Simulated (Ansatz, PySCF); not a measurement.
This Ansatz (a program for electronic structure) input computes a SVWN5/def2-TZVPD energy:

Ansatz 0.2 input:
```yaml
crystal:
  periodic: [false, false, false]
  atoms:
    - {symbol: C, position_ang: [0.58240357, -0.78592018, 0.41261046]}
    - {symbol: C, position_ang: [-0.80110020, -0.41460288, 0.65693758]}
    - {symbol: Cl, position_ang: [-1.63767238, 0.16900667, -0.90370451]}
    - {symbol: Cl, position_ang: [1.79932945, 0.40702807, 0.39008991]}
    - {symbol: H, position_ang: [0.86121799, -1.73769746, -0.01329177]}
    - {symbol: H, position_ang: [-0.90412970, 0.41499987, 1.34907487]}
    - {symbol: H, position_ang: [-1.39307878, -1.26675440, 0.97837705]}
basis:
  gaussian:
    orbitals: def2-TZVPD
hamiltonian:
  xc: {name: SVWN5}
magnetization: {spin_polarized: true, initial_magnetization: 1}
output: {forces: true}
```

Task: Write an input for the same energy in PySCF and say what it gives.

Result: 
```python
from pyscf import gto, scf, dft

mol = gto.M(
    atom='''
    C     0.58240357   -0.78592018    0.41261046
    C    -0.80110020   -0.41460288    0.65693758
    Cl   -1.63767238    0.16900667   -0.90370451
    Cl    1.79932945    0.40702807    0.39008991
    H     0.86121799   -1.73769746   -0.01329177
    H    -0.90412970    0.41499987    1.34907487
    H    -1.39307878   -1.26675440    0.97837705
    ''',
    basis='def2-tzvpd',
    charge=0,
    spin=1,
    verbose=4,
)

mf = dft.UKS(mol, xc='svwn').density_fit(auxbasis='def2-universal-jkfit')
mf.grids.level = 3
mf.conv_tol = 1e-9
mf.max_cycle = 100
mf.max_memory = 1500
mf.kernel()
if not mf.converged:
    mf = mf.newton()
    mf.kernel(mf.make_rdm1())
for _ in range(2):
    mo, _, stable, _ = mf.stability(return_status=True)
    if stable:
        break
    mf.kernel(mf.make_rdm1(mo, mf.mo_occ))
mf.analyze()
```
It gives -994.72792 Eh, and Ansatz -994.72784 Eh, a difference of 0.08 mEh, from the treatment of integrals and grids.

It need not be the lowest isomer of its formula.
